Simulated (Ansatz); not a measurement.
Cost and result for the atomization energy of `CC[O][SbH][SiH3]` (14 atoms, 13 bonds).

```xyz
14

C    -1.653    1.714   -0.920
C    -1.317    0.243   -0.867
O    -0.335    0.039    0.125
Sb    0.123   -1.835    0.572
Si    2.331   -1.057    1.656
H    -2.402    1.908   -1.692
H    -2.048    2.050    0.040
H    -0.760    2.299   -1.148
H    -2.225   -0.341   -0.651
H    -0.946   -0.092   -1.848
H     0.962   -2.166   -0.898
H     3.186   -2.251    1.902
H     2.038   -0.407    2.959
H     3.045   -0.104    0.770
```

Charge 0, multiplicity 1. Correlated methods include outer-core shells of Sb, which these sets cover unevenly. Sb takes the def2 core potential. The structure was optimised at the PBE0-D4/def2-TZVP level. It is one conformer, not always the lowest. Program: Ansatz. All runs use 2 threads of an AMD EPYC 7R13 on a shared host and a share of an NVIDIA H100 80 GB. Times are those of one run each, without the atoms' runs, and a repeat can differ threefold. Electronic energies, without spin–orbit coupling; frozen cores. CCSD(T)/CBS adds CCSD(T) − MP2 in def2-TZVPP to the MP2 limit, and its time is that of the two runs behind it. T1 = 0.014. With those shells the extrapolation isn't a true limit. B3LYP takes the VWN-RPA correlation (the form of Gaussian; ORCA's B3LYP/G).

CCSD(T)/CBS is a level of theory with its own doubt, some kJ/mol a heavy atom from the limit and from the frozen cores, so smaller differences don't rank the functionals.

| level | functions | wall time | atomization (kcal/mol) | difference from CCSD(T)/CBS | per bond |
| --- | --- | --- | --- | --- | --- |
| PBE-D4/def2-TZVPP (with forces) | 311 | 2.3 s | 1123.4 | 10.3 | 0.8 |
| B3LYP-D4/def2-TZVPP (with forces) | 311 | 2.5 s | 1113.5 | 0.4 | 0.0 |
| PBE0-D4/def2-TZVPP | 311 | 2.6 s | 1105.3 | -7.8 | -0.6 |
| r2SCAN-D4/def2-TZVPP (with forces) | 311 | 2.8 s | 1109.4 | -3.7 | -0.3 |
| ωB97X-V/def2-TZVPP | 311 | 3.2 s | 1117.9 | 4.8 | 0.4 |
| B2PLYP/def2-TZVPP | 311 | 3.9 s | 1096.1 | -17.0 | -1.3 |
| ωB97M-V/def2-TZVPP (with forces) | 311 | 4.2 s | 1110.0 | -3.1 | -0.2 |
| MP2/def2-QZVPP | 593 | 4.8 s | 1101.3 | -11.8 | -0.9 |
| CCSD(T)/def2-TZVPP | 311 | 7 s | 1081.4 | -31.7 | -2.4 |
| CCSD(T)/CBS(def2) | – | 12 s | 1113.1 | 0.0 | 0.0 |

From PBE to PBE0 (25 % exact exchange), in def2-TZVPP and without D4, the atomization energy moves by −17.0 kcal/mol: exact exchange takes away binding that semilocal exchange gives to molecules. In def2-TZVPP, CCSD(T) changes the Hartree–Fock value by +285.4 kcal/mol (the triples alone add +15.4 kcal/mol) and MP2 by +286.3 kcal/mol; breaking electron pairs costs correlation energy, which Hartree–Fock lacks. The D4 term adds +11.9 kcal/mol with B3LYP and +6.3 kcal/mol with PBE0; it sums over pairs of atoms, weighted by their polarisabilities, and B3LYP, whose exchange is more repulsive, gets the larger term.
